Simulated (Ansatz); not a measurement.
Cs₃H₂. Total charge 0; doublet. Geometry PBE-D4/def2-TZVP; atoms count from 1.

```xyz
5

Cs    0.981    2.159   -0.693
Cs   -0.441   -2.600   -1.815
Cs   -1.114   -0.778    2.889
H     0.559   -0.126   -2.083
H     0.015    1.345    1.702
```

In the def2 sets Cs takes a core potential; there is no spin–orbit coupling. Another isomer (doublet) lies 0.16 eV lower at PBE0-D4/def2-TZVP; other spin states weren't run for this one.

Question: Estimate the Mulliken populations from the PBE0/def2-TZVP orbitals of Ansatz.

Answer: 
```
atom  charge (e)  spin (α − β)
 Cs1        0.73         -0.07
 Cs2        0.24          0.52
 Cs3        0.24          0.52
  H4       -0.60          0.02
  H5       -0.60          0.02
```
Mulliken values and Mayer orders depend strongly on the basis.

Question: Where does the spin sit?

Answer: Summed by element: Cs 0.97, H 0.03, of 1 unpaired in all. Largest on single atoms: Cs2 0.52, Cs3 0.52, Cs1 -0.07.

Question: And the Mayer bond orders between bonded heavy atoms (over 0.3)?

Answer: Cs2–Cs3 0.57 (5.09 Å).
